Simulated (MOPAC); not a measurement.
Input for MOPAC: PM3 on CH3FSi (SMILES C[Si]F), a point of a torsion scan.

```
PM3 1SCF PRECISE CHARGE=0 THREADS=1
CH3FSi

C     -0.54551843 1    -0.01832929 1     0.01646378 1
Si     1.15975088 1    -0.87412006 1    -0.10183208 1
F      1.28712450 1    -1.27391692 1     1.49570209 1
H     -0.78376166 1     0.28738024 1     1.03639878 1
H     -1.33592496 1    -0.69183563 1    -0.31624006 1
H     -0.59613872 1     0.86323308 1    -0.62057037 1
```

The log:

```
*******************************************************************************
 **                                                                           **
 **                              MOPAC v23.2.5                                **
 **                                                                           **
 *******************************************************************************
 ** MOPAC's Digital Object Identifier: https://doi.org/10.5281/zenodo.6511958 **
 **                                                                           **
 ** Please cite the open-source release paper for use of this MOPAC version:  **
 ** J. E. Moussa and J. J. P. Stewart (2026)                                  **
 ** MOPAC: An open-source semiempirical molecular orbital program             **
 ** J. Open Source Softw., 11(119), 8025, https://doi.org/10.21105/joss.08025 **
 *******************************************************************************

                              PM3 CALCULATION RESULTS

 *******************************************************************************
 *  PM3        - The PM3 Hamiltonian to be used
 *
 *
 *
 *                 CHARGE ON SYSTEM = 0
 *
 *
 *
 *  PRECISE    - TIGHTER CRITERIA TO BE USED
 *  1SCF       - DO 1 SCF AND THEN STOP
 *  THREADS=1  - MULTI-THREADING NOT USED
 *  T=         - A TIME OF 172800.0 SECONDS REQUESTED
 *  DUMP=N     - RESTART FILE WRITTEN EVERY 7200.0 SECONDS REQUESTED
 *******************************************************************************
PM3 1SCF PRECISE CHARGE=0 THREADS=1
 CH3FSi

   ATOM   CHEMICAL          X               Y               Z
  NUMBER   SYMBOL      (ANGSTROMS)     (ANGSTROMS)     (ANGSTROMS)

     1       C         -0.54551843  *  -0.01832929  *   0.01646378  *
     2      Si          1.15975088  *  -0.87412006  *  -0.10183208  *
     3       F          1.28712450  *  -1.27391692  *   1.49570209  *
     4       H         -0.78376166  *   0.28738024  *   1.03639878  *
     5       H         -1.33592496  *  -0.69183563  *  -0.31624006  *
     6       H         -0.59613872  *   0.86323308  *  -0.62057037  *



          CARTESIAN COORDINATES

    NO.       ATOM           X           Y           Z

     1         C         -0.5455     -0.0183      0.0165
     2        Si          1.1598     -0.8741     -0.1018
     3         F          1.2871     -1.2739      1.4957
     4         H         -0.7838      0.2874      1.0364
     5         H         -1.3359     -0.6918     -0.3162
     6         H         -0.5961      0.8632     -0.6206

  H: (PM3): J. J. P. STEWART, J. COMP. CHEM. 10, 209 (1989).
  C: (PM3): J. J. P. STEWART, J. COMP. CHEM. 10, 209 (1989).
  F: (PM3): J. J. P. STEWART, J. COMP. CHEM. 10, 209 (1989).
 Si: (PM3): J. J. P. STEWART, J. COMP. CHEM. 10, 209 (1989).

           Empirical Formula: C H3 Si F  =     6 atoms



      MOLECULAR POINT GROUP   :   C1


      RHF CALCULATION, NO. OF DOUBLY OCCUPIED LEVELS = 9


 -------------------------------------------------------------------------------
 PM3 1SCF PRECISE CHARGE=0 THREADS=1
 CH3FSi



     1SCF WAS SPECIFIED, SO BFGS WAS NOT USED
     SCF FIELD WAS ACHIEVED


                              PM3 CALCULATION
                                                       MOPAC v23.2.5 Linux




          FINAL HEAT OF FORMATION =        -58.73684 KCAL/MOL =    -245.75492 KJ/MOL


          COSMO AREA              =         99.67 SQUARE ANGSTROMS
          COSMO VOLUME            =         87.59 CUBIC ANGSTROMS

          IONIZATION POTENTIAL    =          8.272493 EV
          HOMO LUMO ENERGIES (EV) =         -8.272 -1.785
          NO. OF FILLED LEVELS    =          9
          MOLECULAR WEIGHT        =         62.1186         POINT GROUP:  C1

          MOLECULAR DIMENSIONS (Angstroms)

            Atom       Atom       Distance
            H     6    F     3     3.54862
           Si     2    H     4     2.30541
            H     6    H     5     1.55837


          SCF CALCULATIONS        =          1





   ATOM   CHEMICAL          X               Y               Z
  NUMBER   SYMBOL      (ANGSTROMS)     (ANGSTROMS)     (ANGSTROMS)

     1       C         -0.54551843  *  -0.01832929  *   0.01646378  *
     2      Si          1.15975088  *  -0.87412006  *  -0.10183208  *
     3       F          1.28712450  *  -1.27391692  *   1.49570209  *
     4       H         -0.78376166  *   0.28738024  *   1.03639878  *
     5       H         -1.33592496  *  -0.69183563  *  -0.31624006  *
     6       H         -0.59613872  *   0.86323308  *  -0.62057037  *

                             CARTESIAN COORDINATES

   1    C       -0.545518430    -0.018329290     0.016463780
   2   Si        1.159750880    -0.874120060    -0.101832080
   3    F        1.287124500    -1.273916920     1.495702090
   4    H       -0.783761660     0.287380240     1.036398780
   5    H       -1.335924960    -0.691835630    -0.316240060
   6    H       -0.596138720     0.863233080    -0.620570370


           Empirical Formula: C H3 Si F  =     6 atoms



      MOLECULAR POINT GROUP   :   C1


                  EIGENVALUES
 -28.94381 -20.82181 -16.28147 -15.82699 -15.63120 -13.60908 -13.58178 -11.61143
  -8.27249  -1.78459   1.25834   1.81916   4.40411   4.52326   4.59241


              NET ATOMIC CHARGES AND DIPOLE CONTRIBUTIONS

  ATOM NO.   TYPE          CHARGE      No. of ELECS.   s-Pop       p-Pop
    1          C          -0.429633        4.4296     1.18470     3.24493
    2         Si           0.524004        3.4760     1.75066     1.72533
    3          F          -0.292698        7.2927     1.65374     5.63896
    4          H           0.060096        0.9399     0.93990
    5          H           0.070416        0.9296     0.92958
    6          H           0.067815        0.9322     0.93219
 DIPOLE           X         Y         Z       TOTAL
 POINT-CHG.     1.363    -0.241    -2.403     2.773
 HYBRID        -2.516     0.790     2.352     3.534
 SUM           -1.153     0.549    -0.051     1.278


          ATOMIC ORBITAL ELECTRON POPULATIONS

     Atom    s        px        py        pz
    1  C   1.18470   1.15962   1.05416   1.03115
    2 Si   1.75066   0.69429   0.30023   0.73081
    3  F   1.65374   1.95184   1.89632   1.79081
    4  H   0.93990
    5  H   0.92958
    6  H   0.93219

 **********************
 *                    *
 * JOB ENDED NORMALLY *
 *                    *
 **********************




 == MOPAC DONE ==
```

The run finished.

Cost: very roughly 0.020 core-seconds.
